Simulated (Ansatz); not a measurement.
Frontier orbitals of BH$_{5}$O$_{3}$Si, SMILES `OB(O)O[SiH3]`.

```xyz
10

O     0.683   -0.736   -1.372
B     1.011   -0.043   -0.243
O     2.321    0.239    0.022
O     0.022    0.357    0.608
Si   -1.614    0.144    0.515
H     1.451   -0.968   -1.898
H     2.427    0.728    0.841
H    -2.158    0.786   -0.708
H    -1.955   -1.301    0.516
H    -2.187    0.794    1.718
```

Total charge 0; spin multiplicity 1. The geometry is a stationary point of PBE0-D4/def2-TZVP. It is one conformer, not always the lowest. Basis def2-TZVPP, Ansatz.

Orbital energies of one run (eV). Highest occupied ones, from the top: -8.38, -8.62, -8.76, -9.72, -9.76, -10.15, -10.73, -11.42, -12.46, -14.71, -14.97, -15.82, -27.38, -27.70. Empty: 0.08, 1.28, 1.48, 1.73, 1.96, 2.29.

Which functional gave them?
A. LC-ωPBE
B. r2SCAN0
C. B3LYP
D. r2SCANh

D. HOMO energies: r2SCANh -8.38, B3LYP -8.73, LC-ωPBE -11.75, r2SCAN0 -9.20 eV.

B3LYP here is the variant with VWN-RPA as its local correlation; programs differ in this. LC-ωPBE has ω = 0.4 bohr⁻¹.
